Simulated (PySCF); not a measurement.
## He: excitation energy

He 1s2 (1S) → He 1s1 2p1 (3P), as a difference of total energies. Computed with PySCF 2.14 in dyall-acv3z (10s3p2d, 29 functions), with the spin-free X2C one-electron Hamiltonian (Gaussian nucleus). Correlated levels: valence: nothing frozen; virtual orbitals above 40 to 60 times the deepest correlated orbital energy dropped. The calculations carry no spin-orbit coupling.

```json
{"method": "UHF", "excitation energy (eV)": "23.327", "error (eV)": "+2.363"}
{"method": "LDA", "excitation energy (eV)": "23.634", "error (eV)": "+2.670"}
{"method": "PBE", "excitation energy (eV)": "23.636", "error (eV)": "+2.672"}
{"method": "PBE0", "excitation energy (eV)": "23.735", "error (eV)": "+2.771"}
{"method": "r2SCAN", "excitation energy (eV)": "23.992", "error (eV)": "+3.028"}
{"method": "HSE06", "excitation energy (eV)": "23.745", "error (eV)": "+2.781"}
{"method": "MN15", "excitation energy (eV)": "24.767", "error (eV)": "+3.803"}
{"method": "TPSS", "excitation energy (eV)": "23.987", "error (eV)": "+3.023"}
{"method": "r2SCAN0", "excitation energy (eV)": "24.029", "error (eV)": "+3.065"}
{"method": "MP2 (valence)", "excitation energy (eV)": "24.171", "error (eV)": "+3.207"}
{"method": "SCS-MP2 (valence)", "excitation energy (eV)": "24.414", "error (eV)": "+3.450"}
```

Reference: 20.964 eV (measured; NIST levels, between the centres of gravity of the two terms).

Errors of the correlated levels include the incompleteness of this basis.

Every method misses the reference by a wide margin, which points to the basis or the choice of state and not to the methods.

The promoted electron is Rydberg-like, and one or two diffuse shells describe it only roughly, which tends to raise the upper state.

In the upper state the promoted electron has a positive orbital energy at LDA, PBE, PBE0, r2SCAN, HSE06, MN15, TPSS, r2SCAN0, so the basis confines it.
